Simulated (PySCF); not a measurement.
## Electron correlation in Cd²⁺ (cadmium, charge +2)

[Kr] 4d9 5p1, one real determinant (an excited configuration). All numbers are calculated (PySCF 2.14, the spin-free X2C one-electron Hamiltonian (Gaussian nucleus), in ANO-RCC-VTZP). Frozen: [Ar] 3d10; 18 electrons correlated.

| level | correlation energy (mhartree) |
| --- | --- |
| CCSD | -452.37 |
| (T) | -9.34 |
| CCSD(T) | -461.71 |

Diagnostics: T1 = 0.0082, D1 = 0.0347, largest double amplitude 0.036.

Problem. Is a single reference adequate?

Solution. Yes, within this model without spin-orbit coupling: T1 lies below 0.03 and no double amplitude reaches 0.07.

The reference is one real determinant that mixes LS terms of this configuration.
